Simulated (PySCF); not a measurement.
C₅H₅F, SMILES C(=C)[C@@H](F)C#C. Atoms are numbered in the order given.

```xyz
11

C      2.2381    -0.0547     1.1995
C      1.3157    -0.1131     0.4193
C      0.1972    -0.2142    -0.5229
F     -0.0325     1.0001    -1.1220
C     -1.0471    -0.7169     0.1559
C     -2.1949    -0.0457     0.1695
H      3.0559     0.0043     1.8943
H      0.4851    -0.9252    -1.3221
H     -0.9445    -1.6898     0.6478
H     -3.0773    -0.4488     0.6717
H     -2.2809     0.9264    -0.3216
```

Geometry: PBE0-D3(BJ)/def2-SVP. The structure was generated by enumeration; whether it is a known compound was not checked. One conformer was computed; it need not be the lowest.

The numbers are results of KT2/pcSseg-1 in PySCF, not measurements.

GIAO shieldings, no solvent; atoms listed in one row are averaged. δ = σ(ref) − σ: ¹³C against TMS (σ = 185.1 ppm); ¹⁹F against CFCl3 (σ = 127.1 ppm); ¹H against TMS (σ = 31.47 ppm), references at their B3LYP-D3(BJ)/def2-TZVP geometries, non-relativistic.

**Question.** Estimate the chemical shifts. (Estimate from the structure and the level; the computed values follow.)

**Answer.** 
```tsv
nucleus	atoms	count	δ (ppm)
¹³C	C5	1	135.2
¹³C	C6	1	113.2
¹³C	C3	1	84.5
¹³C	C1	1	76.9
¹³C	C2	1	76.9
¹⁹F	F4	1	-250.5
¹H	H8	1	6.11
¹H	H9	1	6.07
¹H	H11	1	5.93
¹H	H10	1	5.61
¹H	H7	1	2.96
```
